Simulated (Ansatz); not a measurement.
`O[CH2][GeH2][OH]` → `[CH2][GeH2][OH]`• + `[OH]`•  (homolysis of the C–O bond)

Computed with Ansatz on PBE0-D4/def2-TZVP structures; ΔE is electronic, products minus reactants. CCSD(T)/CBS is the MP2 limit (def2-TZVPP, def2-QZVPP) plus CCSD(T) − MP2 in def2-TZVPP, frozen cores. This one scheme is used for every species. DFT in def2-TZVPP. B3LYP here is the variant with VWN-RPA as its local correlation; programs differ in this. Open shells (•) are unrestricted, without spin–orbit coupling. For Ge outer-core shells are correlated without core-valence functions, which leaves a few kJ/mol of doubt a bond. Scalar relativity is left out up to krypton. Each species was taken in one conformer, which may not be the lowest.

CCSD(T)/CBS gives +394.0 kJ/mol.

Q: Another level gave +392.9 kJ/mol. Which?
A. LDA (SPW92)/def2-TZVPP
B. RPA@PBE/def2-TZVPP
C. B3LYP-D4/def2-TZVPP
D. ωB97M-V/def2-TZVPP

A: D. ωB97M-V 392.9, RPA@PBE/def2-TZVPP 360.7, LDA (SPW92) 493.0, B3LYP-D4 374.3 kJ/mol.

Q: What do rigid-rotor, harmonic-oscillator terms from PBE0-D4/def2-TZVP frequencies (298.15 K, 1 bar) make of the CCSD(T)/CBS value? (An estimate is asked.)

A: Ansatz gave: ΔZPE = -28.0 kJ/mol, ΔH = +372.0 kJ/mol, ΔS = 163 J/(mol·K), ΔG = +323.5 kJ/mol. Open shells count their whole term as degenerate. Modes under 50 cm⁻¹ make the entropy rough.

Largest T1 diagnostic among the species: 0.012.

In def2-TZVPP, CCSD(T) changes the Hartree–Fock value by +162.2 kJ/mol (the triples alone add +14.1 kJ/mol) and MP2 by +194.2 kJ/mol; breaking electron pairs costs correlation energy, which Hartree–Fock lacks. At CCSD(T), def2-SVP lies −21.4 kJ/mol from the extrapolated value and def2-TZVPP −14.3 kJ/mol: correlation converges slowly with the basis, and small sets miss more of it in the bonded molecule than in its fragments.

CCSD(T)/CBS has its own doubt, a few kJ/mol and more with outer-core shells, so smaller differences from it don't rank the levels.
